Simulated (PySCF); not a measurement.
Arsine, AsH3, SMILES [AsH3], point group C3v.

Force field and properties: B3LYP/pcSseg-2 (PySCF, grid level 2). Vibrational terms come from second-order perturbation theory with semi-diagonal cubic constants, by steps of ±0.6 along the normal coordinates of each isotopologue. The parent has the commonest isotopes.

Equilibrium geometry (Å):

```json
{"atom": "As1", "x": "0.0188", "y": "0.0152", "z": "0.6111"}
{"atom": "H2", "x": "-0.0728", "y": "1.2667", "z": "-0.2539"}
{"atom": "H3", "x": "-1.0484", "y": "-0.7006", "z": "-0.2083"}
{"atom": "H4", "x": "1.1434", "y": "-0.5622", "z": "-0.2402"}
```

An isotope shift is δ(isotopologue) − δ(parent), that is, the negative of the change in the averaged GIAO shielding; n counts bonds from the nearest label (0: the labelled atom itself). These are computed values; those of heavy atoms are rounded to 5 ppb, about the numerical noise.

Task: What isotope shifts arise with ²H at 2?

Result: 
```tsv
nucleus	n	0 K (ppb)	298.15 K (ppb)
H2	0	-77	-72
H3	2	-17	-18
H4	2	-17	-18
```

Task: What isotope shifts arise with ²H at 2, ²H at 3?

Result: 
```json
{"nucleus": "H2", "n": "0", "0 K (ppb)": "-97", "298.15 K (ppb)": "-92"}
{"nucleus": "H3", "n": "0", "0 K (ppb)": "-97", "298.15 K (ppb)": "-92"}
{"nucleus": "H4", "n": "2", "0 K (ppb)": "-32", "298.15 K (ppb)": "-35"}
```

Task: What isotope shifts arise with ²H at 2, ²H at 3, ²H at 4?

Result: 
| nucleus | n | 0 K (ppb) | 298.15 K (ppb) |
| --- | --- | --- | --- |
| H2 | 0 | -116 | -111 |
| H3 | 0 | -116 | -111 |
| H4 | 0 | -116 | -111 |

Spin–orbit effects of the heavy atoms on shieldings are missing.
